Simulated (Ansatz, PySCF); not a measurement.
Gas-phase reaction in SMILES: c1ccsc1 + 4 C (CH4) + S (H2S) -> 2 C=C (C2H4) [ethene] + CC (C2H6) [ethane] + 2 CS (CH4S)
Each molecule is optimised on its own at B3LYP-D3(BJ)/def2-TZVP (Ansatz, a first-principles code). Unstable Hartree-Fock reference: c1ccsc1.

Wanted: bond separation energy (enthalpy at 298 K, with B3LYP-D3(BJ) rigid-rotor harmonic-oscillator terms from PySCF), in kcal/mol. Cores are frozen in the correlated levels unless marked. Spin-orbit coupling is left out. No relativistic terms. CBS(X,Y): correlation extrapolated as X^-3; Hartree-Fock from the larger set. [CCSD(T)-MP2]/basis is that difference in the basis named.

RI-MP2/CBS(cc-pV(T+d)Z,cc-pV(Q+d)Z)+[CCSD(T)-MP2]/cc-pV(T+d)Z (Ansatz) gives 42.3 kcal/mol.

**Question.** Another calculation gave 46.9 kcal/mol. Which level was it?
(A) B2PLYP/def2-TZVPD (Ansatz)
(B) r2SCANh/def2-TZVPD (Ansatz)
(C) HF/def2-TZVPD (PySCF)
(D) BHLYP/def2-TZVPD (Ansatz)

**Answer.** B, r2SCANh/def2-TZVPD (Ansatz). The others give 44.3 (B2PLYP), 38.7 (BHLYP), 32.0 (HF) kcal/mol.
